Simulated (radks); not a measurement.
The numbers below are computed, except where a source is named.
Question: These are the eigenvalues of the occupied orbitals of an atom or ion with whole-number occupations (hartree). Level of theory: Dirac Kohn-Sham, PBE, spin-unpolarised, spherical densities, finite nucleus; Fermi nuclear charge, rms radius of each element as measured or else 0.836 A^(1/3) + 0.57 fm (a radial shooting solver on a logarithmic mesh with Libxc functionals).

| orbital | eigenvalue |
|---|---|
| 1s1/2 | -1424.181 |
| 2s1/2 | -227.8108 |
| 2p1/2 | -214.9375 |
| 2p3/2 | -199.7554 |
| 3s1/2 | -49.82614 |
| 3p1/2 | -44.39732 |
| 3p3/2 | -41.43790 |
| 3d3/2 | -31.92753 |
| 3d5/2 | -31.29437 |
| 4s1/2 | -11.16489 |
| 4p1/2 | -9.16604 |
| 4p3/2 | -8.53550 |
| 4d3/2 | -5.25669 |
| 4d5/2 | -5.14693 |
| 5s1/2 | -2.73429 |
| 5p1/2 | -2.16455 |
| 5p3/2 | -2.06019 |

Which element is it, and in what charge state? The configuration may be excited. Open shells, if any, fill j = l - 1/2 first.

Answer: Z = 57, lanthanum, charge +4: La4+ in [Kr] 4d10 5s2 5p5. The list shows which subshells hold electrons but not how many an open one holds; the 1s level, -1424.2 hartree, gives Z - s = 53.4 by -(Z - s)^2/2, which with screening and relativity narrows Z to a few neighbours, and the depths of the outer levels then fix element, charge and occupations together.
